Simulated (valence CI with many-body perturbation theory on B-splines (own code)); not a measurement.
# Cs48+: key properties

Method: configuration interaction combined with many-body perturbation theory (CI+MBPT): five valence electrons over a frozen Dirac-Fock core [He], a basis of 9 s, 9 p, 8 d, 6 f, 3 g, 1 h functions for each j, with the one-electron correlation potential Σ1, the two-electron term Σ2, the three-electron term Σ3, Breit, model QED; selected CI, second order for the rest (own B-spline code, finite nucleus).

No measured spectrum was set against this ion. As an estimate, large intervals hold to a few tenths of a per cent, small ones and those within an open d or f shell to about a per cent. Among the levels kept, up to 1200 cm⁻¹ of a level comes from second order outside the variational space, and about a tenth of that is noise between levels of different J, which matters for small intervals.

Levels are named by their leading jj configuration (3d3/2^4 stands for four electrons in 3d with j = 3/2), which in mixed levels can hold well under half, so a name can repeat and another be missing.

Rates and lifetimes use the calculated energies. Strong lines usually hold to 10 to 20 %, long lifetimes can be off by a factor of two.

Question: What is the ground level?

Answer: (2s^2 2p1/2^2 2p3/2) J=3/2, composition 47 % 2s2.2p3 2P° + 27 % 2s2.2p3 4S° + 26 % 2s2.2p3 2D°, g = 1.356.

Question: Where does the other parity begin?

Answer: At (2s 2p1/2^2 2p3/2^2) J=5/2, 42.23 Ry.

Question: Among levels below 412.14 Ry, which E1 lines absorb most strongly from the ground level?

Answer: to (2s^2 2p1/2^2 3d5/2) J=5/2 at 0.2458 nm, f = 0.529; to (2s 2p1/2^2 2p3/2 3p1/2) J=5/2 at 0.2305 nm, f = 0.416; to (2s^2 2p1/2 2p3/2 3d3/2) J=3/2 at 0.2298 nm, f = 0.236.

Question: What are the static dipole polarisabilities of the lowest levels?

Answer: (2s^2 2p1/2^2 2p3/2) J=3/2 0.000339 (tensor 6.6e-05) bohr³, of which the core gives 8.47e-07.

Question: How well does LS coupling describe the low levels?

Answer: Among the lowest 20 levels the leading LS term, summed over configurations, holds 62 % on average. For single configurations the figures are 62 % in LS and 99 % in jj coupling. Terms mix most in the J = 3/2 level at 363.15 Ry, where the leading one holds 32 %.
